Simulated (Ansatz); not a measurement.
Ansatz results at the PBE0-D4/def2-TZVP geometry: HOMO energy (PBE/def2-TZVPP) -5.52 eV; LUMO energy (PBE/def2-TZVPP) -0.23 eV; HOMO–LUMO gap (PBE0/def2-TZVPP) 7.57 eV.

Each molecule was computed in one conformer, which needn't be the lowest.

(1) Which molecule gave them?
A. `O=C=[N][Ge]([N]=C=O)([N]=C=O)[N]=C=O`
B. `[F][Ge]([Cl])([Cl])[Cl]`
C. `[OH][GeH]([SiH3])[SiH3]`
D. `[CH3][Ge]([NH2])([NH2])[NH2]`

## Answers

(1) D. The others give `[OH][GeH]([SiH3])[SiH3]`: -6.37, -1.50, 6.90; `[F][Ge]([Cl])([Cl])[Cl]`: -8.34, -3.06, 7.76; `O=C=[N][Ge]([N]=C=O)([N]=C=O)[N]=C=O`: -7.81, -2.33, 7.94.
